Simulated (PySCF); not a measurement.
Computed shifts of a molecule C₅H₅F, PBE/pcSseg-1 (PySCF), GIAO, gas phase, atoms alike by connectivity averaged where their shifts nearly agree, in ppm (number of nuclei): ¹³C: 143.7 (1), 120.8 (1), 87.4 (1), 83.3 (1), 82.6 (1). ¹⁹F: -247.2 (1). ¹H: 6.23 (1), 6.12 (1), 6.08 (1), 5.77 (1), 2.70 (1). References: ¹³C against TMS (σ = 182.0 ppm); ¹⁹F against CFCl3 (σ = 133.6 ppm); ¹H against TMS (σ = 31.49 ppm), references at their B3LYP-D3(BJ)/def2-TZVP geometries, non-relativistic. The structure is a stationary point at PBE0-D3(BJ)/def2-SVP. The values are those of a single conformer.

Task: Pick the molecule that these values belong to.
A. C#C[C@H](F)C=C
B. C=C=C/C=C/F
C. C=C=C(F)C=C
D. C=C(F)C#CC

Result: A, C#C[C@H](F)C=C
